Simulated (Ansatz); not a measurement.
Calculated with Ansatz (gas phase, PBE0-D4/def2-TZVP geometries, no zero-point term in ΔE). CBS: MP2 limit from def2 TZ/QZ plus the TZ coupled-cluster correction, frozen cores. Functionals use def2-TZVPP. HSE06 is defined as in plane-wave codes. For Br, Ga, Ge outer-core shells are correlated without core-valence functions, which leaves a few kJ/mol of doubt a bond. Scalar relativity is left out up to krypton. Each species was taken in one conformer, which may not be the lowest.

`[OH][Ga]([F])[Cl]` + `[CH3][GeH2][Br]` → `[OH][Ga]([Cl])[Br]` + `[CH3][GeH2][F]`  (redistribution)

(1) Is it downhill or uphill in electronic energy at CCSD(T)/CBS, and by how much? (Best estimate.)

(2) What do these levels give: PBE-D4, r2SCAN-D4, r2SCAN0-D4, HSE06-D4, BHLYP-D4, PBE, PBE0, HSE06, LC-ωPBE, CCSD(T)/def2-SVP, HF/def2-QZVPP, MP2/CBS(def2)? (Best estimate.)

Largest T1 diagnostic among the species: 0.014.

Answers

(1) Ansatz gave: Downhill: ΔE = -23.3 kJ/mol.

(2) Ansatz gave: PBE-D4 -21.1, r2SCAN-D4 -22.7, r2SCAN0-D4 -23.0, HSE06-D4 -21.9, BHLYP-D4 -25.9, PBE -21.0, PBE0 -21.9, HSE06 -21.7, LC-ωPBE -21.6, CCSD(T)/def2-SVP -20.8, HF/def2-QZVPP -26.3, MP2/CBS(def2) -21.6 kJ/mol.

In def2-TZVPP, CCSD(T) changes the Hartree–Fock value by +5.7 kJ/mol (the triples alone add +0.3 kJ/mol) and MP2 by +7.4 kJ/mol. Leaving LDA and LC-ωPBE aside and taking each functional with its dispersion term where it has one, the values, not all of them listed here, spread over 5.1 kJ/mol, from BHLYP-D4 to revPBE-D4.
